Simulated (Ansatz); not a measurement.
Compare A (`BN[CH2][GaH2]`) with its isomer B (`CB[NH][GaH2]`).

Computed with Ansatz on PBE0-D4/def2-TZVP structures; ΔE is electronic, products minus reactants. CBS: MP2 limit from def2 TZ/QZ plus the TZ coupled-cluster correction, frozen cores. Functionals use def2-TZVPP. For Ga outer-core shells are correlated without core-valence functions, which leaves a few kJ/mol of doubt a bond. Scalar relativity is left out up to krypton. Each species was taken in one conformer, which may not be the lowest.

Problem. Which is lower in electronic energy at CCSD(T)/CBS, and by how much? (An estimate is asked.)

Solution. Computed: B, by 33.8 kcal/mol.

Problem. Give E(B) − E(A) in kcal/mol with ωB97M-V, LDA (SPW92), B2PLYP, CCSD(T)/def2-SVP, MP2/def2-TZVPP, PBE0-D4, PBE-D4. (Best estimate.)

Solution. The calculation gave: ωB97M-V -33.2, LDA (SPW92) -31.2, B2PLYP -33.6, CCSD(T)/def2-SVP -32.8, MP2/def2-TZVPP -35.1, PBE0-D4 -32.5, PBE-D4 -31.3. None reverses the order clearly.

Problem. Does the order hold for the free energy at 298.15 K (harmonic terms from PBE0-D4)? (Estimate.)

Solution. Ansatz gave: Yes: G(B) − G(A) = -33.1 kcal/mol, for one conformer each.

Largest T1 diagnostic: 0.013.

At CCSD(T), def2-SVP lies +1.0 kcal/mol from the extrapolated value and def2-TZVPP −0.2 kcal/mol. From BLYP to BHLYP (50 % exact exchange), in def2-TZVPP and without D4, E(B) − E(A) moves by −2.6 kcal/mol.
